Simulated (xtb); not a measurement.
CH3Cl2Sn, doublet, geometry from GFN2-xTB (such geometries of metal compounds can be far from the true shape) (the spin is typed, not shown lowest); xtb with GFN1-xTB.

The xtb input:
```
$ xtb mol.xyz --gfn 1 --uhf 1 --opt --json

# file mol.xyz
7

Sn    -0.25987517     0.10089511     0.41959888
C     -1.92570834    -1.45600401    -0.35249903
H     -1.41774794    -1.94074201    -1.17614683
H     -2.78104771    -0.87777075    -0.67520745
H     -2.16104505    -2.14229292     0.44986603
Cl     0.01934069     1.63428595    -1.40025402
Cl     1.79876807    -1.12534039     0.37299158
```

What the program printed (banner, timings and long lists left out):

```
   ID    Z sym.   atoms
    1   50 Sn     1
    2    6 C      2
    3    1 H      3-5
    4   17 Cl     6, 7

           -------------------------------------------------
          |                Calculation Setup                |
           -------------------------------------------------

           -------------------------------------------------
          |                 G F N 1 - x T B                 |
           -------------------------------------------------

          ...................................................
          :                      SETUP                      :
          :.................................................:
          :  # basis functions                  40          :
          :  # atomic orbitals                  37          :
          :  # shells                           17          :
          :  # electrons                        25          :
          :  # halogen bonds                     0          :
          :  max. iterations                   250          :
          :  Hamiltonian                  GFN1-xTB          :
          :  restarted?                      false          :
          :  GBSA solvation                  false          :
          :  PC potential                    false          :
          :  electronic temp.          300.0000000     K    :
          :  accuracy                    1.0000000          :
          :  -> integral cutoff          0.2500000E+02      :
          :  -> integral neglect         0.1000000E-07      :
          :  -> SCF convergence          0.1000000E-05 Eh   :
          :  -> wf. convergence          0.2000000E-04 e    :
          :  Broyden damping             0.4000000          :
          :  net charge                          0          :
          :  unpaired electrons                  1          :
          ...................................................

 iter      E             dE          RMSdq      gap      omega  full diag
   1    -14.8065705 -0.148066E+02  0.553E+00    4.76       0.0  T
   2    -14.8234182 -0.168477E-01  0.379E+00    5.40       1.0  T
   3    -14.8228855  0.532710E-03  0.598E-01    5.28       1.0  T
   4    -14.8238590 -0.973545E-03  0.196E-01    5.41       1.0  T
   5    -14.8239609 -0.101930E-03  0.497E-02    5.38       1.0  T
   6    -14.8239627 -0.178891E-05  0.421E-03    5.38       9.0  T
   7    -14.8239628 -0.100764E-06  0.325E-04    5.38     116.4  T
   8    -14.8239628 -0.416902E-09  0.760E-05    5.38     497.4  T
   9    -14.8239628 -0.126121E-10  0.359E-05    5.38    1052.9  T

   *** convergence criteria satisfied after 9 iterations ***

         :::::::::::::::::::::::::::::::::::::::::::::::::::::
         ::                     SUMMARY                     ::
         :::::::::::::::::::::::::::::::::::::::::::::::::::::
         :: total energy             -14.768625999379 Eh    ::
         :: gradient norm              0.013758833755 Eh/a0 ::
         :: HOMO-LUMO gap              5.379560411526 eV    ::
         ::.................................................::
         :: SCC energy               -14.823962818138 Eh    ::
         :: -> electrostatic           0.008424739727 Eh    ::
         :: repulsion energy           0.058080134975 Eh    ::
         :: dispersion energy         -0.002743316216 Eh    ::
         :: halogen bond corr.         0.000000000000 Eh    ::
         :: add. restraining           0.000000000000 Eh    ::
         :: total charge               0.000000000001 e     ::
         :::::::::::::::::::::::::::::::::::::::::::::::::::::

      -----------------------------------------------------------
     |                   =====================                   |
     |                        A N C O P T                        |
     |                   =====================                   |
     |               Approximate Normal Coordinate               |
     |                Rational Function Optimizer                |
      -----------------------------------------------------------
      -----------------------------------------------------------
     |                   =====================                   |
     |                        A N C O P T                        |
     |                   =====================                   |
     |               Approximate Normal Coordinate               |
     |                Rational Function Optimizer                |
      -----------------------------------------------------------

          ...................................................
          :                      SETUP                      :
          :.................................................:
          :   optimization level            normal          :
          :   max. optcycles                   200          :
          :   ANC micro-cycles                  20          :
          :   degrees of freedom                15          :
          :.................................................:
          :   RF solver                   davidson          :
          :   write xtbopt.log                true          :
          :   linear?                        false          :
          :   energy convergence         0.5000000E-05 Eh   :
          :   grad. convergence          0.1000000E-02 Eh/α :
          :   maxmium RF displ.          1.0000000          :
          :   Hlow (freq-cutoff)         0.1000000E-01      :
          :   Hmax (freq-cutoff)         5.0000000          :
          :   S6 in model hess.         20.0000000          :
          ...................................................

generating ANC from exact Hessian ...
Using Lindh-Hessian (1995)
 Shifting diagonal of input Hessian by    9.6186330929374907E-003
 Lowest  eigenvalues of input Hessian
    0.000000    0.000000    0.000000    0.000000    0.000000    0.000000
    0.010000    0.010263    0.010448    0.010603    0.013717    0.014757
[...]
 * total energy  :   -14.7686260 Eh     change       -0.5062617E-11 Eh
 * total energy  :   -14.7695334 Eh     change       -0.9074463E-03 Eh
 * total energy  :   -14.7700037 Eh     change       -0.4702672E-03 Eh
 * total energy  :   -14.7700881 Eh     change       -0.8437751E-04 Eh
 * total energy  :   -14.7701126 Eh     change       -0.2448986E-04 Eh
 * total energy  :   -14.7701090 Eh     change        0.3583596E-05 Eh
 * total energy  :   -14.7701170 Eh     change       -0.8044916E-05 Eh
 * total energy  :   -14.7701186 Eh     change       -0.1534807E-05 Eh
   *** GEOMETRY OPTIMIZATION CONVERGED AFTER 8 ITERATIONS ***
[...]
          :  -> integral cutoff          0.2500000E+02      :
          :  -> integral neglect         0.1000000E-07      :
          :  -> SCF convergence          0.1000000E-05 Eh   :
          :  -> wf. convergence          0.2000000E-04 e    :
          :  Broyden damping             0.4000000          :
          :  net charge                          0          :
          :  unpaired electrons                  1          :
          ...................................................

 iter      E             dE          RMSdq      gap      omega  full diag
   1    -14.8273507 -0.148274E+02  0.532E-07    5.36       0.0  T
   2    -14.8273507  0.532907E-14  0.289E-07    5.36  100000.0  T
   3    -14.8273507 -0.355271E-14  0.377E-08    5.36  100000.0  T

   *** convergence criteria satisfied after 3 iterations ***

         :::::::::::::::::::::::::::::::::::::::::::::::::::::
         ::                     SUMMARY                     ::
         :::::::::::::::::::::::::::::::::::::::::::::::::::::
         :: total energy             -14.770118576459 Eh    ::
         :: gradient norm              0.000551314004 Eh/a0 ::
         :: HOMO-LUMO gap              5.360733919415 eV    ::
         ::.................................................::
         :: SCC energy               -14.827350720320 Eh    ::
         :: -> electrostatic           0.008177084819 Eh    ::
         :: repulsion energy           0.060029977153 Eh    ::
         :: dispersion energy         -0.002797833293 Eh    ::
         :: halogen bond corr.         0.000000000000 Eh    ::
         :: add. restraining           0.000000000000 Eh    ::
         :: total charge               0.000000000001 e     ::
         :::::::::::::::::::::::::::::::::::::::::::::::::::::

           -------------------------------------------------
          |                Property Printout                |
           -------------------------------------------------

    * Orbital Energies and Occupations

         #    Occupation            Energy/Eh            Energy/eV
      -------------------------------------------------------------
         1        2.0000           -0.9695938             -26.3840
         2        2.0000           -0.8918710             -24.2690
         3        2.0000           -0.8746560             -23.8006
         4        2.0000           -0.6446551             -17.5420
         5        2.0000           -0.5466896             -14.8762
         6        2.0000           -0.5459317             -14.8556
         7        2.0000           -0.4938505             -13.4384
         8        2.0000           -0.4859990             -13.2247
         9        2.0000           -0.4785256             -13.0213
        10        2.0000           -0.4685429             -12.7497
        11        2.0000           -0.4635748             -12.6145
        12        2.0000           -0.4619046             -12.5691
        13        1.0000           -0.4124983             -11.2246 (HOMO)
        14                         -0.2154949              -5.8639 (LUMO)
        15                         -0.2108832              -5.7384
        16                         -0.1851091              -5.0371
        17                         -0.1246655              -3.3923
        18                         -0.0961173              -2.6155
        19                         -0.0953752              -2.5953
        20                         -0.0537183              -1.4618
        21                         -0.0449818              -1.2240
        22                         -0.0354992              -0.9660
        23                         -0.0286093              -0.7785
        24                         -0.0274535              -0.7470
       ...                                ...                  ...
        37                          0.5183608              14.1053
      -------------------------------------------------------------
                  HL-Gap            0.1970033 Eh            5.3607 eV
             Fermi-level           -0.3755611 Eh          -10.2195 eV

  Mulliken/CM5 charges         n(s)   n(p)   n(d)
     1Sn    0.39382  0.39875   1.976  1.323  0.307
     2C    -0.11452 -0.26504   1.064  3.051  0.000
     3H     0.06008  0.11269   0.940  0.000  0.000
     4H     0.04909  0.10120   0.951  0.000  0.000
     5H     0.04643  0.09840   0.954  0.000  0.000
     6Cl   -0.21669 -0.22225   1.943  5.278 -0.005
     7Cl   -0.21820 -0.22375   1.944  5.279 -0.005

Wiberg/Mayer (AO) data.
largest (>0.10) Wiberg bond orders for each atom

 ---------------------------------------------------------------------------
     #   Z sym  total        # sym  WBO       # sym  WBO       # sym  WBO
 ---------------------------------------------------------------------------
     1  50 Sn   2.585 --     6 Cl   1.015     7 Cl   1.012     2 C    0.552
     2   6 C    3.799 --     5 H    0.992     4 H    0.991     3 H    0.984
                             1 Sn   0.552     7 Cl   0.140     6 Cl   0.140
     3   1 H    0.996 --     2 C    0.984
     4   1 H    0.999 --     2 C    0.991
     5   1 H    1.000 --     2 C    0.992
     6  17 Cl   1.231 --     1 Sn   1.015     2 C    0.140
     7  17 Cl   1.228 --     1 Sn   1.012     2 C    0.140
 ---------------------------------------------------------------------------

Topologies differ in total number of bonds
Writing topology from bond orders to xtbtopo.mol

 dipole moment from electron density (au)
     X       Y       Z
  -1.7259  -0.3052   1.2431  total (Debye):    5.461

optimized geometry written to: xtbopt.xyz

           -------------------------------------------------
          | TOTAL ENERGY              -14.770118576459 Eh   |
          | GRADIENT NORM               0.000551314004 Eh/α |
          | HOMO-LUMO GAP               5.360733919415 eV   |
           -------------------------------------------------

normal termination of xtb
```
